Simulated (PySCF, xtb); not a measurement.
SrCl, SMILES [Cl][Sr+], charge +1.

GFN2-xTB run with xtb at its own geometry gives an orbital gap of 1.53 eV.

Geometry optimised at r2SCAN-D4/def2-TZVPD. The multiplicity is an assumed one; other spin states were not compared. The def2 effective core potentials stand for the cores of Sr; spin–orbit coupling is left out.

### Question
What does PBE/def2-TZVPD in PySCF give? (Estimate from the structure and the level; the computed values follow.)

### Answer
gap 3.70 eV (levels -11.29 and -7.59 eV).
